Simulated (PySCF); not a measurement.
BH₂ClO₂, singlet: at a first-order saddle point.

The script, run.py:

```python
import json, numpy as np
from pyscf import gto, scf, dft, mp, cc
EV, BOHR = 27.211386245988, 0.529177210903
mol = gto.M(atom="""
B 0.173638 0.499681 -0.340732
O 0.089464 -0.880708 0.370919
O -0.801440 0.423136 -1.160298
H -0.772730 -0.762124 -0.336680
Cl 1.426916 1.600524 0.152396
H -0.115748 -0.880509 1.314395
""", basis="def2-tzvpp", charge=0, spin=0, max_memory=7225, verbose=0)
def mean_field(mol, dm=None):
    mf = scf.RHF(mol).density_fit()
    mf.conv_tol = 1e-9
    mf.kernel(dm0=dm)
    if not mf.converged: mf = mf.newton().run(mf.mo_coeff, mf.mo_occ)
    assert mf.converged
    return mf
def d4(mol):
    return 0.0, np.zeros((6, 3))
def energy_and_gradient(mol, dm=None):
    mf = mean_field(mol, dm); e, g = d4(mol)
    return mf, (mf.e_tot + e) * EV, (mf.nuc_grad_method().kernel()[:6] + g) * EV / BOHR
out = {}
mf = mean_field(mol); frozen = 8
print(f"Hartree-Fock energy {mf.e_tot * EV:.6f} eV")
m2 = mp.MP2(mf, frozen=frozen or None).run()
out.update(reference=mf.e_tot * EV, same_spin=m2.e_corr_ss * EV, opposite_spin=m2.e_corr_os * EV, energy=m2.e_tot * EV, converged=True, frozen=frozen)
print(f"MP2 correlation {m2.e_corr * EV:.6f} eV")
c = cc.CCSD(mf, frozen=frozen or None); c.conv_tol = 1e-7; c.max_cycle = 80; eris = c.ao2mo(); c.kernel(eris=eris); t = c.ccsd_t(eris=eris)
t1 = c.t1 if isinstance(c.t1, tuple) else (c.t1, c.t1); t2 = c.t2 if isinstance(c.t2, tuple) else (c.t2,)
T1 = np.sqrt(sum((a**2).sum() for a in t1) / 2 / (mol.nelectron - 2 * frozen))
print(f"CCSD correlation {c.e_corr * EV:.6f} eV, (T) {t * EV:.6f} eV, T1 diagnostic {T1:.4f}")
out.update(ccsd=c.e_corr * EV, triples=t * EV, t1=T1, largest_double=max(abs(a).max() for a in t2 if a.size), energy=(c.e_tot + t) * EV, converged=bool(c.converged))
out['triplet_stable'] = bool(mf.stability(internal=False, external=True, return_status=True)[3])
out['s2'] = mf.spin_square()[0]; out['nelec'] = mol.nelec
print(f"Total energy {out['energy']:.6f} eV, <S^2> {out['s2']:.4f}")
json.dump(out, open("out.json", "w"), default=float)
```

Command:

```bash
OMP_NUM_THREADS=4 python run.py
```

It printed (PySCF 2.14):

```
Hartree-Fock energy -17285.128586 eV
MP2 correlation -21.396264 eV
CCSD correlation -21.834033 eV, (T) -0.926435 eV, T1 diagnostic 0.0140
Total energy -17307.889054 eV, <S^2> 0.0000
```

Time: 2.7 min of wall clock on 4 CPU threads of an Arm Neoverse V1; the host was shared. Peak host memory: 1.4 GiB.
